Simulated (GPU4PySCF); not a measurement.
# From computed data to an observable: oscillator strength and radiative lifetime

C13H10, SMILES c1c2c(ccc1)Cc1ccccc1-2.

The structure is a stationary point at B3LYP-D3(BJ)/def2-TZVP. One conformer was computed; it need not be the lowest.

GPU4PySCF with TDDFT-PBE/def2-SVPD puts the first singlet state with f over 0.02 at 4.24 eV (vertical), with the transition dipole (-0.816, 0.000, 0.000) in atomic units.

Problem. Find the oscillator strength, the wavelength and the radiative lifetime that this transition would have in vacuum if emission retraced absorption.

Solution. 
|μ|² = 0.6659 au, so |μ| = 2.07 D. ΔE = 4.24/27.211 = 0.1558 hartree. f = (2/3) ΔE |μ|² = 0.069 (the program prints 0.069).
λ = 1239.84/4.24 = 292 nm; ν = 34198 cm⁻¹.
Einstein's coefficient A = 0.6670 ν² f s⁻¹ (ν in cm⁻¹) = 5.4e7 s⁻¹, so τ = 1/A = 19 ns. This state is S1. The figure is the radiative limit of this one transition; relaxation, internal conversion, crossing to triplets and a medium change what is measured.
